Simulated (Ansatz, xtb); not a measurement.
Relative energy of two structures of CBInO

Structure I is a triplet given by its coordinates and structure II is `O=C=[B][In]`, a triplet. Both are isolated molecules in the gas phase, relaxed with r2SCAN-D4/def2-SVP.

I (Å):

```xyz
4

C     0.0000    0.0000   -0.4871
B     0.0000    0.0000    1.0039
In    0.0000    0.0000   -2.7433
O     0.0000    0.0000    2.2265
```

Close contacts (Å): C1–B2 1.49, C1–In3 2.26, B2–O4 1.22.

II (Å):

| atom | x (Å) | y (Å) | z (Å) |
| --- | --- | --- | --- |
| C | 0.0000 | 0.0000 | -1.0276 |
| B | 0.0000 | 0.0000 | 0.4264 |
| In | 0.0000 | 0.0000 | 2.7988 |
| O | 0.0000 | 0.0000 | -2.1977 |

Q: Estimate which is lower in electronic energy at CCSD(T)/def2-TZVPP, and by roughly how much.

A: The CCSD(T)/def2-TZVPP calculation puts structure I lower, by 19.8 kcal/mol.

The same difference at several levels:

```tsv
level	geometry	E(II) − E(I) (kcal/mol)	departure from the last row (kcal/mol)	job, with rough time for the two
r2SCAN-D4/def2-SVP	r2SCAN-D4/def2-SVP	+16.8	−3.0	optimisation, 4.4 min
HF/def2-TZVPP	r2SCAN-D4/def2-SVP	+29.8	+10.0	part of the CCSD(T) run
MP2/def2-TZVPP	r2SCAN-D4/def2-SVP	+20.3	+0.4	part of the CCSD(T) run
CCSD(T)/def2-TZVPP	r2SCAN-D4/def2-SVP	+19.8		single point, 3.1 min
```

None of the levels shown reverses the order. The largest departure from CCSD(T)/def2-TZVPP is that of HF/def2-TZVPP, 10.0 kcal/mol. Levels run at GFN2-xTB geometries aren't shown. The triplet state of I needn't be its ground state. The triplet state of II needn't be its ground state.

With harmonic frequencies from r2SCAN-D4/def2-SVP (ideal gas, rigid rotor, one conformer each, 298.15 K, 1 atm): the zero-point term adds +0.2 kcal/mol; ΔH is +20.1 and ΔG +19.7 kcal/mol.

Open shells are spin-unrestricted. The correlated steps freeze 7 core orbitals; the filled d shell of In is correlated, in a basis made for valence electrons. Atoms past krypton carry core potentials in the def2 sets and no spin–orbit term is included. Codes used: Ansatz 0.2.0; the last row on 1 thread of Arm Neoverse N1 on a shared host.
